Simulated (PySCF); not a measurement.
An EPR job on `C#C[C@H]1C[C@@H]([N]C=O)C1` [radical].

Computed with UKS B3LYP, pcH-1 on C H N O, non-relativistic, mean-field spin-orbit, GIAO (PySCF 2.14.0). Geometry: GFN2-xTB. The input is one job of a driver script: a line of settings, then coordinates in Å.

Command:
```bash
OMP_NUM_THREADS=1 python probes_run.py task.json out
```

Input:
```
{"job": {"kind": "epr", "basis": "pcH-1"}, "charge": 0, "multiplicity": 2}
C     -1.135881     2.665142    -0.097430
C     -1.248711     1.473414    -0.082147
C     -1.318835     0.032154    -0.054695
C     -0.340563    -0.674600    -1.020820
C      0.359724    -1.332437     0.194948
N      1.726331    -1.110582     0.361708
C      2.386925    -0.011786     0.415220
O      3.557999     0.261091     0.551964
C     -0.618306    -0.616955     1.161175
H     -1.064761     3.711542    -0.112674
H     -2.355769    -0.286353    -0.179091
H     -0.808949    -1.370722    -1.711415
H      0.307362     0.000059    -1.577532
H      0.235934    -2.419999     0.208323
H      1.686033     0.879438     0.307222
H     -1.249207    -1.279054     1.748459
H     -0.126322     0.091678     1.825260
```

Q: Estimate the output.

A: 
```
UKS, coarse grid
  cycle   1  E = -401.19684561  |g| = 6.63e-01
  cycle   2  E = -399.85432193  |g| = 1.79e+00
  cycle   3  E = -401.29773019  |g| = 4.10e-01
  cycle   4  E = -401.37074778  |g| = 1.46e-01
  cycle   5  E = -401.37864130  |g| = 5.73e-02
  cycle   6  E = -401.38007006  |g| = 1.25e-02
  cycle   7  E = -401.38013178  |g| = 6.98e-03
  cycle   8  E = -401.38015271  |g| = 3.30e-03
  cycle   9  E = -401.38015808  |g| = 1.92e-03
  cycle  10  E = -401.38015921  |g| = 8.78e-04
UKS, final grid
  cycle   1  E = -401.38012883  |g| = 2.70e-03
  cycle   2  E = -401.38009349  |g| = 9.66e-03
  cycle   3  E = -401.38013194  |g| = 2.80e-04
  cycle   4  E = -401.38013198  |g| = 1.52e-04
  cycle   5  E = -401.38013201  |g| = 8.15e-05
  cycle   6  E = -401.38013202  |g| = 3.65e-05
  cycle   7  E = -401.38013203  |g| = 3.10e-05
  cycle   8  E = -401.38013204  |g| = 2.28e-05
E = -401.38013204 Eh   <S^2> = 0.7552 (exact 0.7500)
g shifts (ppm)      1          2          3
  rmc          -218       -218       -218
  gc             43          4          2
  oz_so        -844         34       3021
  total       -1020       -180       2805
hyperfine (MHz)  atom isotope    a_iso     a_fc   dipolar eigenvalues
    0   13C       1.26       1.26     -0.32     -0.20      0.52
    1   13C       2.46       2.46     -0.62      0.09      0.54
    2   13C       7.71       7.71     -1.04     -1.02      2.06
    3   13C       4.31       4.31     -3.57     -2.88      6.45
    4   13C     -12.84     -12.84     -6.26     -3.54      9.80
    5   14N      44.03      44.03    -30.63    -27.25     57.87
    6   13C     -46.11     -46.11    -12.36     -3.83     16.19
    7   17O     -10.94     -10.94    -56.88     26.65     30.23
    8   13C       4.89       4.89     -3.72     -3.03      6.74
    9    1H       0.17       0.17     -0.56     -0.52      1.08
   10    1H       4.03       4.03     -1.30     -0.70      2.00
   11    1H      -3.02      -3.02     -2.64     -1.44      4.08
   12    1H      -2.97      -2.97     -3.26     -1.00      4.26
   13    1H     115.14     115.14     -7.15     -5.00     12.15
   14    1H     418.91     418.91     -4.86     -2.56      7.42
   15    1H      -3.12      -3.12     -2.70     -1.43      4.13
   16    1H      -3.05      -3.05     -3.31     -0.93      4.24
```

rmc, gc and oz_so are the mass-correction, gauge-correction and orbital-Zeeman/spin–orbit parts of the g shift along its three principal axes; a_iso is the isotropic hyperfine coupling and a_fc its Fermi-contact part. Atoms in this output count from 0.

Q: How far is ⟨S²⟩ from the pure-spin value?

A: S = 0.5 gives S(S+1) = 0.75; the run has 0.7552, 0.0052 more.

Summary of the converged run: ⟨S²⟩ 0.755; g_iso 2.0029.

One conformer (not necessarily the lowest) at the GFN2-xTB geometry, without solvent, vibrations or thermal averaging.

Q: How long does this job take on an Arm Neoverse V2 with one thread, shared host with 96 logical CPUs at a one-minute load of 50? And the peak memory of the process?

A: About 1.9 min (density and orbital grids were written too), with 1.1 GiB resident at the peak, the Python interpreter and its libraries included.
Labels such as C1 count atoms from 1, the log's own numbers from 0.
